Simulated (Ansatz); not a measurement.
Relaxation of ClH₃Sn (5 atoms, charge 0, multiplicity 1), to a largest force component of 0.03 eV/Å in at most 50 steps.

Method: RKS BHLYP-D4/def2-mTZVP in Ansatz.

```xyz
5
Properties=species:S:1:pos:R:3
Sn 0.209 0.000 -0.014
Cl 1.025 0.000 2.225
H 1.904 0.000 -0.241
H -0.673 1.410 -0.351
H -0.673 -1.410 -0.351
```

Task: Where does it end, and by what steps?

Result: The run converged. After 3 steps the energy has fallen by 0.476 eV; H3 moved furthest, 0.42 Å.

```tsv
step	energy less start (eV)	largest force component (eV/Å)	accepted
0	0.0000	1.204	yes
1	-0.3379	0.529	yes
2	-0.4663	0.224	yes
3	-0.4761	0.020	yes
```

```xyz
5
Properties=species:S:1:pos:R:3
Sn 0.324 0.000 0.067
Cl 0.729 0.000 2.385
H 1.855 0.000 -0.660
H -0.557 1.410 -0.262
H -0.557 -1.410 -0.262
```

The run took 12 s on 1 thread of Intel(R) Xeon(R) Platinum 8559C (Emerald Rapids) (shared host), peak memory 0.15 GiB.
